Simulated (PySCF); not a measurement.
[ReOCl3]2+: from a saddle point downhill

PySCF 2.14.0, RKS PBE0, Re def2-SVP with ECP60, O def2-SVP, Cl def2-SVP; non-relativistic Hamiltonian with scalar-relativistic core potentials where named; density fitting; no spin-orbit coupling. Relaxed within the symmetry of its start, the geometry (C2v) is

```xyz
5

Re    0.2156    0.0000    0.0000
O     1.8605    0.0000    0.0000
Cl    0.0504    2.2105    0.0000
Cl   -2.1047    0.0000    0.0000
Cl    0.0504   -2.2105    0.0000
```

and its lowest harmonic modes are -351, -144, 141, 239, 298, 327 cm⁻¹ (negative: unstable). It was moved along the lowest mode and relaxed again, within the group Cs that the move left.

Problem. Where does it end, and how much lower?

Solution. In C3v, 5.176 eV lower, after 13 steps:
```xyz
5

Re    0.0518    0.0000   -0.0811
O     1.2436    0.0000   -1.2075
Cl    0.2959    1.7729    1.0973
Cl   -1.8149    0.0000   -1.1343
Cl    0.2959   -1.7729    1.0973
```

Problem. How do the contacts change?

Solution. 
| contact | saddle (Å) | end (Å) |
| --- | --- | --- |
| Re1–O2 (O) | 1.645 | 1.640 |
| Re1–Cl3 (Cl) | 2.217 | 2.143 |
| Re1–Cl4 (Cl) | 2.320 | 2.143 |
| Re1–Cl5 (Cl) | 2.217 | 2.143 |


No frequency check is given for the end, and other unstable modes may remain.

State: singlet.
